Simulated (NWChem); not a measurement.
# InHBr2; SMILES [Br][InH][Br]

```xyz
4

In     0.0000     0.0000    -0.7756
H      0.0000     0.0000    -2.4831
Br    -2.0734     0.0000     0.5784
Br     2.0734     0.0000     0.5784
```
Atoms are numbered in this order, from 1.

Geometry: optimised at PBE0/def2-SVP. Not confirmed as a minimum by frequencies. def2 effective core potentials on In; no spin-orbit coupling.

Symmetry labels are those of C2v in the frame above (b1 and b2, or b-type labels, depend on it).

Task: List the 4 lowest vertical singlet excitations from PBE0/def2-SVPD with def2 effective core potentials on In, TDA (NWChem).

Result: 
```csv
state,energy (eV),oscillator strength,symmetry,leading excitation (squared amplitude)
S1,4.99,0.019,b1,HOMO → LUMO (0.90)
S2,5.03,0.000,a2,HOMO → LUMO+1 (0.99)
S3,5.08,0.000,a2,HOMO−2 → LUMO (0.99)
S4,5.09,0.000,b2,HOMO−1 → LUMO+1 (0.99)
```
